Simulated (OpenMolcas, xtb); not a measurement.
# AlCNClOF (SMILES O=C=[N][Al]([F])[Cl]): methods side by side

AlCNClOF has 6 atoms, charge 0, and is taken as a singlet. SMILES: `O=C=[N][Al]([F])[Cl]`. Geometry: relaxed at PBE0-D4/def2-TZVP. This is one conformer, not always the lowest.

```xyz
6

O    -1.7260   -0.3013    2.3539
C    -1.0345   -0.2447    1.4216
N    -0.3214   -0.1963    0.4618
Al    0.6948    0.0331   -0.9334
F     1.3792   -1.2682   -1.6424
Cl    1.0500    1.9134   -1.7078
```

Quantity: the dipole moment, in D. The values are calculated.

| level | kind | program | value (D) | CPU time |
| --- | --- | --- | --- | --- |
| GFN0-xTB | semi-empirical | xtb | 1.61 | under 2 s |
| HF/cc-pVDZ | Hartree–Fock | OpenMolcas | 0.59 | 14 s |
| SVWN5/cc-pVDZ | LDA | OpenMolcas | 0.46 | 32 s |
| PBE/cc-pVDZ | GGA | OpenMolcas | 0.42 | 44 s |
| revPBE/cc-pVDZ | GGA | OpenMolcas | 0.40 | 40 s |
| r2SCAN/cc-pVDZ | meta-GGA | OpenMolcas | 0.42 | 51 s |
| PBE0/cc-pVDZ | global hybrid | OpenMolcas | 0.48 | 43 s |

The values span 0.40 to 1.61 D. Magnitudes only. CPU times are rough (shared hosts, several kinds of processor and program).
